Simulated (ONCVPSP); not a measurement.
## phosphorus (P): from the effect back to the setting (ONCV)

Base potential:

```
Element                 : phosphorus (P)
Generator               : ONCVPSP 4.0.1
Type                    : optimised norm-conserving Vanderbilt (ONCV)
Functional              : PBE
Relativity              : scalar-relativistic
Frozen core             : [He]
Valence charge          : 13
Reference configuration : 2s2 2p6 3s2 3p3
Partial waves           : 2s+3s: rc 0.95 bohr, ncon 4, nbas 8, qcut 16 1/bohr, 2 projectors; 2p+3p: rc 0.85 bohr, ncon 3, nbas 6, qcut 17.9 1/bohr, 2 projectors; d scattering state at 0.02 Ha: rc 0.80 bohr, ncon 3, nbas 8, qcut 12.8 1/bohr, 2 projectors, debl 2 Ha
Local potential         : polynomial inside 0.70 bohr (lpopt 4, dvloc0 0 Ha)
Core correction         : none
```

Cutoffs, loose and tight: the cutoffs (Ha) at which the residual kinetic energy of the hardest occupied pseudo-wave falls to 1 and 0.1 mHa per electron. They do not see the model core or the augmentation charge, which bear on the density cutoff. Test errors are all-electron minus pseudo excitation energies from the reference, over the configurations 2s2 2p6 3s2 3p2; 2s2 2p6 3s2 3p1; 2s2 2p6 3s2 3p0; 2s2 2p6 3s1 3p4; variants that change the core or the reference have their own tests.

Only the qcut of the p channel is moved (1 further runs of the sweep failed or gave no value and are left out):

```tsv
qcut of the p channel (1/bohr)	cutoff, loose	cutoff, tight	bound ghosts	largest test error (meV)
12.8	83 Ha	223 Ha	none	+13
17.6	117 Ha	133 Ha	none	+9.9
19.5	119 Ha	136 Ha	none	+9.9
22.1	124 Ha	140 Ha	none	+9.5
23.9	125 Ha	141 Ha	none	+9.4
26.8	126 Ha	142 Ha	none	+9.3
```

Task: One more run gave cutoff, loose: 96 Ha; cutoff, tight: 107 Ha; bound ghosts: none; largest test error (meV): +11. Which value of the qcut of the p channel was used?

Result: 15 1/bohr. The loose cutoff moves one way along this sweep, from 83 Ha at 12.8 to 126 Ha at 26.8 1/bohr, which places the run between 12.8 and 17.6 1/bohr.
